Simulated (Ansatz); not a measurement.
Reaction (cleavage of the Si–Si bond): `F[Si](F)(Cl)[SiH](Cl)Cl` + H₂S → `F[Si](F)(S)Cl` + `Cl[SiH2]Cl`

Computed with Ansatz on PBE0-D4/def2-TZVP structures; ΔE is electronic, products minus reactants. CCSD(T)/CBS is the MP2 limit (def2-TZVPP, def2-QZVPP) plus CCSD(T) − MP2 in def2-TZVPP, frozen cores. This one scheme is used for every species. DFT in def2-TZVPP. B3LYP here is the variant with VWN-RPA as its local correlation; programs differ in this. Each species was taken in one conformer, which may not be the lowest.

`F[Si](F)(Cl)[SiH](Cl)Cl`:

Z-matrix (Å, degrees):
```
Si
F 1 1.582
Cl 1 2.023 2 108.8
F 1 1.582 2 106.9 3 -117.3
Si 1 2.337 2 110.6 3 122.1
Cl 5 2.041 1 107.4 2 179.8
Cl 5 2.041 1 107.4 2 -61.3
H 5 1.478 1 114.1 2 59.3
```

H₂S:

Cartesian coordinates in Å:
```
S 0.296 0.449 0.307
H -0.606 -0.479 0.659
H 0.311 0.030 -0.967
```

`F[Si](F)(S)Cl`:

Z-matrix (Å, degrees):
```
Si
F 1 1.575
S 1 2.095 2 106.6
F 1 1.577 2 107.6 3 120.6
Cl 1 2.020 2 109.4 3 -123.8
H 3 1.345 1 92.5 2 -175.9
```

`Cl[SiH2]Cl`:

Z-matrix (Å, degrees):
```
Si
Cl 1 2.040
Cl 1 2.040 2 110.1
H 1 1.476 2 108.5 3 -118.6
H 1 1.476 2 108.5 3 118.6
```

CCSD(T)/CBS gives -17.1 kcal/mol.

Problem. Another level gave -15.8 kcal/mol. Which?
A. BLYP/def2-TZVPP
B. PBE-QIDH/def2-TZVPP
C. PBE-D4/def2-TZVPP
D. B3LYP/def2-TZVPP

Solution. A. BLYP -15.8, PBE-QIDH -18.0, PBE-D4 -13.7, B3LYP -16.9 kcal/mol.

Largest T1 diagnostic among the species: 0.011.

In def2-TZVPP, CCSD(T) changes the Hartree–Fock value by +2.7 kcal/mol (the triples alone add +0.3 kcal/mol) and MP2 by +0.9 kcal/mol. From r2SCAN to r2SCAN0 (25 % exact exchange), in def2-TZVPP and without D4, ΔE moves by −0.8 kcal/mol.
